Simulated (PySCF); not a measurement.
Running PySCF for GaP⁻

Input:

```python
from pyscf import gto, scf, solvent

mol = gto.M(
    atom='Ga 0 0 0; P 0 0 2.133',
    basis='cc-pvdz',
    charge=-1,
    spin=3,
    verbose=4,
)
mf = scf.UHF(mol)
mf = mf.density_fit(auxbasis='def2-universal-jkfit')
mf = solvent.PCM(mf)
mf.with_solvent.eps = 20.5
mf.kernel()
mf.analyze()
print('orbital energies (hartree):', [e[max(0, n-3):n+3].round(4) for e, n in zip(mf.mo_energy, mol.nelec)])
```

```bash
$ python input.py
```

It prints (some set-up lines and the per-cycle HOMO/LUMO lines with their warnings removed):

```
PySCF version 2.14.0

[INPUT] verbose = 4
[INPUT] num. atoms = 2
[INPUT] num. electrons = 47
[INPUT] charge = -1
[INPUT] spin (= nelec alpha-beta = 2S) = 3
[INPUT] symmetry False subgroup None
[INPUT] Mole.unit = angstrom
[INPUT] Symbol           X                Y                Z      unit          X                Y                Z       unit  Magmom
[INPUT]  1 Ga     0.000000000000   0.000000000000   0.000000000000 AA    0.000000000000   0.000000000000   0.000000000000 Bohr   0.0
[INPUT]  2 P      0.000000000000   0.000000000000   2.133000000000 AA    0.000000000000   0.000000000000   4.030785823697 Bohr   0.0

nuclear repulsion = 115.362120524051
number of shells = 11
number of NR pGTOs = 118
number of NR cGTOs = 45
basis = cc-pvdz
ecp = {}

******** <class 'pyscf.solvent._attach_solvent.PCMDFUHF'> ********
method = PCMDFUHF
initial guess = minao
damping factor = 0
level_shift factor = 0
DIIS = <class 'pyscf.scf.diis.CDIIS'>
diis_start_cycle = 1
diis_space = 8
diis_damp = 0
SCF conv_tol = 1e-09
SCF conv_tol_grad = None
SCF max_cycles = 50
direct_scf = False
number electrons alpha = 25  beta = 22
******** <class 'pyscf.solvent.pcm.PCM'> (In testing) ********

WARN: PCM is an experimental feature. It is still in testing.
Features and APIs may be changed in the future.

lebedev_order = 29 (302 grids per sphere)
eps = 20.5
frozen = False
Set gradient conv threshold to 3.16228e-05
******** <class 'pyscf.df.df.DF'> ********
auxbasis = def2-universal-jkfit
PCM E_diel = -0.000374651428438053
Solvent Energy = -0.000374651428438053
init E= -2263.38879110814

PCM E_diel = -0.0848759540255708
Solvent Energy = -0.0848759540255708
cycle= 1 E= -2263.95054307605  delta_E= -0.562  |g|= 0.117  |ddm|= 1.39
PCM E_diel = -0.0834365762067611
Solvent Energy = -0.0834365762067611
cycle= 2 E= -2263.96702212668  delta_E= -0.0165  |g|= 0.0432  |ddm|= 0.245
PCM E_diel = -0.0841324137225769
Solvent Energy = -0.0841324137225769
cycle= 3 E= -2263.97008900603  delta_E= -0.00307  |g|= 0.0199  |ddm|= 0.102
PCM E_diel = -0.0843253489482296
Solvent Energy = -0.0843253489482296
cycle= 4 E= -2263.97118923238  delta_E= -0.0011  |g|= 0.00961  |ddm|= 0.0641
PCM E_diel = -0.0846020294195131
Solvent Energy = -0.0846020294195131
cycle= 5 E= -2263.97172239255  delta_E= -0.000533  |g|= 0.00697  |ddm|= 0.0401
PCM E_diel = -0.0850812583655762
Solvent Energy = -0.0850812583655762
cycle= 6 E= -2263.97221171226  delta_E= -0.000489  |g|= 0.00345  |ddm|= 0.0596
PCM E_diel = -0.085367679981993
Solvent Energy = -0.085367679981993
cycle= 7 E= -2263.97232448672  delta_E= -0.000113  |g|= 0.00147  |ddm|= 0.0332
PCM E_diel = -0.085434903391445
Solvent Energy = -0.085434903391445
cycle= 8 E= -2263.97234255908  delta_E= -1.81e-05  |g|= 0.00102  |ddm|= 0.0103
PCM E_diel = -0.0854606589576587
Solvent Energy = -0.0854606589576587
cycle= 9 E= -2263.97235539101  delta_E= -1.28e-05  |g|= 0.000746  |ddm|= 0.00937
PCM E_diel = -0.0854645303930109
Solvent Energy = -0.0854645303930109
cycle= 10 E= -2263.97236689238  delta_E= -1.15e-05  |g|= 0.000467  |ddm|= 0.0122
PCM E_diel = -0.0854616751974464
Solvent Energy = -0.0854616751974464
cycle= 11 E= -2263.97237189527  delta_E= -5e-06  |g|= 0.000293  |ddm|= 0.00953
PCM E_diel = -0.0854543791693455
Solvent Energy = -0.0854543791693455
cycle= 12 E= -2263.97237311926  delta_E= -1.22e-06  |g|= 0.000232  |ddm|= 0.0035
PCM E_diel = -0.0854509508046826
Solvent Energy = -0.0854509508046826
cycle= 13 E= -2263.97237419845  delta_E= -1.08e-06  |g|= 0.000151  |ddm|= 0.00408
PCM E_diel = -0.0854499612689403
Solvent Energy = -0.0854499612689403
cycle= 14 E= -2263.97237476714  delta_E= -5.69e-07  |g|= 4.39e-05  |ddm|= 0.0045
PCM E_diel = -0.0854499463518765
Solvent Energy = -0.0854499463518765
cycle= 15 E= -2263.97237479248  delta_E= -2.53e-08  |g|= 1.72e-05  |ddm|= 0.00092
PCM E_diel = -0.0854492681911366
Solvent Energy = -0.0854492681911366
cycle= 16 E= -2263.97237479438  delta_E= -1.9e-09  |g|= 6.41e-06  |ddm|= 0.000167
PCM E_diel = -0.0854488554541808
Solvent Energy = -0.0854488554541808
cycle= 17 E= -2263.97237479464  delta_E= -2.56e-10  |g|= 2.26e-06  |ddm|= 4.45e-05
PCM E_diel = -0.0854488181856439
Solvent Energy = -0.0854488181856439
Extra cycle  E= -2263.97237479465  delta_E= -1.09e-11  |g|= 1.58e-06  |ddm|= 5.97e-06
converged SCF energy = -2263.97237479465  <S^2> = 3.7694426  2S+1 = 4.0097095
**** SCF Summaries ****
Total Energy =                       -2263.972374794646385
Nuclear Repulsion Energy =             115.362120524050638
One-electron Energy =                -3396.447271787723821
Two-electron Energy =                 1017.198225287212381
Two-electron Coulomb Energy =         1113.568019159189816
DFT Exchange-Correlation Energy =      -96.369793871977436
**** MO energy ****
                             alpha | beta                alpha | beta
[14 lines left out]
MO #15  energy= -1.17364599826752  | -1.16858672787043  occ= 1 | 1
MO #16  energy= -1.16982176110536  | -1.16795011925171  occ= 1 | 1
MO #17  energy= -1.16796402625207  | -1.163581270715    occ= 1 | 1
MO #18  energy= -1.16714605658765  | -1.16208344132505  occ= 1 | 1
MO #19  energy= -1.16673810345601  | -1.16078038262359  occ= 1 | 1
MO #20  energy= -0.75526270577631  | -0.633190923989939 occ= 1 | 1
MO #21  energy= -0.45962778412547  | -0.332234231223739 occ= 1 | 1
MO #22  energy= -0.34314656545099  | -0.250950941365905 occ= 1 | 1
MO #23  energy= -0.292837056471168 | 0.0478173137619271 occ= 1 | 0
MO #24  energy= -0.273560178981895 | 0.0562747645661315 occ= 1 | 0
MO #25  energy= -0.164103550334734 | 0.116112790701815  occ= 1 | 0
MO #26  energy= 0.0804779393419983 | 0.169491105406165  occ= 0 | 0
MO #27  energy= 0.159654157832266  | 0.200118588458085  occ= 0 | 0
MO #28  energy= 0.30525606393508   | 0.349988846498151  occ= 0 | 0
[17 lines left out]

To work with the spin densities directly, `use mulliken_meta_spin()` only printing them here.

 ** Mulliken spin pop alpha/beta on meta-lowdin orthogonal AOs **
 ** Mulliken Spin Density (per AO)  **
 ** Mulliken Spin Density (per atom)  **
spin density of  0 Ga =      1.68579
spin density of  1 P =      1.31421
 ** Mulliken pop alpha/beta on meta-lowdin orthogonal AOs **
 ** Mulliken pop       alpha | beta **
pop of  0 Ga 1s        1.00000 | 1.00000
pop of  0 Ga 2s        0.99999 | 0.99995
pop of  0 Ga 3s        0.99973 | 0.99808
pop of  0 Ga 4s        0.84027 | 0.56133
pop of  0 Ga 5s        0.01410 | 0.00038
pop of  0 Ga 2px       1.00000 | 1.00000
pop of  0 Ga 2py       1.00000 | 1.00000
pop of  0 Ga 2pz       1.00000 | 1.00000
pop of  0 Ga 3px       1.00000 | 0.99997
pop of  0 Ga 3py       0.99997 | 0.99998
pop of  0 Ga 3pz       0.99999 | 0.99998
pop of  0 Ga 4px       0.97055 | 0.00054
[33 lines left out]
In total            25.00000 | 22.00000
 ** Mulliken atomic charges   ( Nelec_alpha | Nelec_beta ) **
charge of  0Ga =     -0.38108  (    16.53344     14.84765 )
charge of  1P =     -0.61892  (     8.46656      7.15235 )

WARN: System has nonzero charge -1; the dipole moment is origin-dependent.
Location of origin: [0. 0. 0.]

Dipole moment(X, Y, Z, Debye): -0.00000, -0.00000, -6.47069
orbital energies (hartree): [array([-0.2928, -0.2736, -0.1641,  0.0805,  0.1597,  0.3053]), array([-0.6332, -0.3322, -0.251 ,  0.0478,  0.0563,  0.1161])]
```

In short: E(SCF) = -2263.972375 Eh, ⟨S²⟩ = 3.769.

Wall time 4.6 s on one thread of a shared host.

The basis has no diffuse functions, which an anion needs. The bond length is a typed value, not an optimised one. The dipole of an ion depends on the origin. No search for the lowest solution was made.
